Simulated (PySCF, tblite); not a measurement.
Isomers of C9H9N3. Level: GFN2-xTB in tblite, geometry and Hessian alike; calculated harmonic values, unscaled, isolated species. Against measured fundamentals such values can be off by several per cent, at times by over 20. One conformer each.

Electronic energies: PBE0/pcSseg-1 single points on the GFN2-xTB geometries (PySCF, gas phase).

| SMILES | electronic energy, lowest = 0 (kcal/mol) |
| --- | --- |
| C=Cn1nnc2cc(C)ccc21 | 27.3 |
| Cc1ccc(-n2cncn2)cc1 | 0.0 |
| Cc1cccc(-n2cnnc2)c1 | 8.9 |
| Cc1ccccc1-n1nccn1 | 14.4 |
| Cn1cnnc1-c1ccccc1 | 7.1 |
| C=Cc1nnn2c(C)cccc12 | 27.2 |
| Cc1ccc(-n2nccn2)cc1 | 10.7 |

**Question.** How do GFN2-xTB zero-point energies change the relative energies?

**Answer.** 
```tsv
SMILES	ZPE (kcal/mol)	of it from modes above 1550 cm⁻¹	electronic (kcal/mol)	with ZPE, lowest = 0 (kcal/mol)	lowest mode (cm⁻¹)	rings
Cc1ccc(-n2cncn2)cc1	102.4	44.4	0.0	0.0	11i	2
Cn1cnnc1-c1ccccc1	102.6	44.0	7.1	7.2	46	2
Cc1cccc(-n2cnnc2)c1	102.3	44.4	8.9	8.7	13	2
Cc1ccc(-n2nccn2)cc1	102.4	44.4	10.7	10.7	24	2
Cc1ccccc1-n1nccn1	102.7	44.4	14.4	14.6	11	2
C=Cc1nnn2c(C)cccc12	101.4	44.4	27.2	26.3	73	2
C=Cn1nnc2cc(C)ccc21	101.5	46.6	27.3	26.4	48	2
```

The zero-point energies span 1.3 kcal/mol, from `C=Cc1nnn2c(C)cccc12` to `Cc1ccccc1-n1nccn1`. Slightly imaginary modes are left out of the zero-point energy: `Cc1ccc(-n2cncn2)cc1` 10.7i cm⁻¹. The order is unchanged.

**Question.** And how do the electronic energies of GFN2-xTB itself compare?

**Answer.** `Cc1ccc(-n2cncn2)cc1` 0.0; `Cn1cnnc1-c1ccccc1` 7.3; `Cc1cccc(-n2cnnc2)c1` 5.1; `Cc1ccc(-n2nccn2)cc1` 10.8; `Cc1ccccc1-n1nccn1` 12.3; `C=Cc1nnn2c(C)cccc12` 26.0; `C=Cn1nnc2cc(C)ccc21` 24.8 kcal/mol, lowest = 0. Against the energies above, taken from the same isomer `Cc1ccc(-n2cncn2)cc1`, the largest difference is 3.8 kcal/mol.

**Question.** What do entropy and thermal enthalpy add at 298.15 K and 1 bar (rigid rotor, harmonic oscillator, one conformer each)?

**Answer.** 
```tsv
SMILES	point group	symmetry number	S (cal/(mol K))	H − H(0) (kcal/mol)	ZPE + H − H(0) − TS (kcal/mol)
Cn1cnnc1-c1ccccc1	C1	1	98.4	6.80	80.0
C=Cc1nnn2c(C)cccc12	Cs	1	100.0	7.13	78.7
C=Cn1nnc2cc(C)ccc21	Cs	1	100.9	7.14	78.6
```

Not tabulated: `Cc1ccc(-n2cncn2)cc1` (lowest mode only 11i cm⁻¹); `Cc1cccc(-n2cnnc2)c1` (lowest mode only 13 cm⁻¹); `Cc1ccc(-n2nccn2)cc1` (lowest mode only 24 cm⁻¹); `Cc1ccccc1-n1nccn1` (lowest mode only 11 cm⁻¹).
